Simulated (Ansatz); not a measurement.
A CCSD(T) single point on `F[SiH](F)Cl`.

```yaml
crystal:
  periodic: [false, false, false]
  atoms:
    - {symbol: F, position_ang: [-0.339564, -0.621435, 1.420097]}
    - {symbol: Si, position_ang: [0.095931, -0.000157, 0.037811]}
    - {symbol: F, position_ang: [-0.033543, 1.566847, 0.156522]}
    - {symbol: Cl, position_ang: [-1.157503, -0.655987, -1.401532]}
    - {symbol: H, position_ang: [1.484579, -0.362968, -0.254198]}
basis:
  gaussian: {orbitals: def2-TZVPP}
correlation: {method: ccsd_t}
output: {orbitals: {seedname: orbitals}}
```

```sh
$ ansatz run in.yaml --threads 2 --pin off --events-out ev --progress --plain
```

The program prints (abridged):

```
Functional definition: HF
986 factors; integrals over basis functions are off by at most 7.2e-4 eV
mean field evaluation 1: about -25799.5236 eV, gradient 3.6e1 eV
mean field evaluation 2: about -25799.7012 eV, gradient 3.7e1 eV
mean field evaluation 4: about -25802.0157 eV, gradient 2.0e0 eV
mean field evaluation 8: about -25802.0489 eV, gradient 1.7e-1 eV
mean field -25802.04906483 eV, -948.2078138755 hartree, gradient 3.5e-6 eV, S^2 0.000000; 0 other end points of the search recorded, 0 dependent functions left out
12 core orbitals not correlated: weight in the atoms' cores, before any rotation towards them, 1.000 or more for the frozen orbitals, at most 0.000 for the correlated occupied ones
reference -25802.04906483 eV, -948.2078138755 hartree; 13, 13 occupied and 135, 135 virtual orbitals, 986 factors
second order -21.81578325 eV of doubles, -0.00000000 eV of singles
cycle   1  -21.93029718 eV  change   -1.1e-1 eV  update   9.0e-2
cycle   2  -22.35090419 eV  change   -4.2e-1 eV  update   2.5e-2
cycle   3  -22.45094795 eV  change   -1.0e-1 eV  update   1.2e-2
cycle   4  -22.43808825 eV  change    1.3e-2 eV  update   2.4e-3
cycle   5  -22.43650381 eV  change    1.6e-3 eV  update   9.8e-4
cycle   6  -22.43710312 eV  change   -6.0e-4 eV  update   2.7e-4
cycle   7  -22.43695397 eV  change    1.5e-4 eV  update   8.9e-5
cycle   8  -22.43691371 eV  change    4.0e-5 eV  update   2.0e-5
cycle   9  -22.43691956 eV  change   -5.9e-6 eV  update   7.6e-6
perturbative correction -0.71792848 eV, -0.0263833849 hartree
Total energy: -25825.20391287 eV, -949.0587388462 hartree
```

Run time 21 s (2 threads of a server CPU on a shared host); peak host memory 0.85 GiB.

Correlation energy per correlated electron: -0.891 eV. T1 diagnostic: 0.0109.
